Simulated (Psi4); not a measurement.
# Worked example: ideal-gas entropy of SnH3OF (SMILES [OH][SnH2][F])

A singlet with charge 0, relaxed at BP86/def2-SVP (density fitting, core potential) (Psi4 1.11):

```xyz
6

O    -1.4703   -0.3365   -0.4180
Sn    0.3046    0.2598    0.2824
F     1.4427   -1.3401    0.3053
H    -1.3797   -0.6733   -1.3317
H     1.1090    1.3462   -0.7932
H    -0.0018    0.7196    1.9074
```

Harmonic wavenumbers in cm⁻¹: 159, 221, 427, 498, 599, 603, 633, 638, 857, 1850, 1904, 3699.

Masses in u: O 15.999, Sn 118.71, F 18.998, H 1.008. Take T = 298.15 K, p = 1 bar, R = 8.3145 J/(mol K), kT/hc = 207.22 cm⁻¹, rigid rotor and harmonic oscillator.

Q: Compute the standard molar entropy.

A: 
1. Translation (Sackur–Tetrode): S = R[3/2 ln M + 5/2 ln T − 1.1517] with M = 156.731 gives 171.9 J/(mol K).
2. Rotation: principal moments 48.240, 95.207, 133.278 u Å² give A, B, C = 0.3495, 0.1771, 0.1265 cm⁻¹; the symmetry number is σ = 1; q = (√π/σ)√((kT/hc)³/ABC) = 59751; S = R(ln q + 3/2) = 103.9.
3. Vibration: with u = ν̃/207.22, each mode gives R[u/(eᵘ − 1) − ln(1 − e⁻ᵘ)]; the sum is 33.0, most from 159 cm⁻¹ (10.7), 221 cm⁻¹ (8.2), 427 cm⁻¹ (3.6).
4. Spin and the two mirror images of this shape: R ln 2 = 5.8.
5. Sum: 171.9 + 103.9 + 33.0 + 5.8 = 314.6 J/(mol K).

No measured value is set beside it here. Where a soft mode is a torsion, a harmonic oscillator describes it poorly.
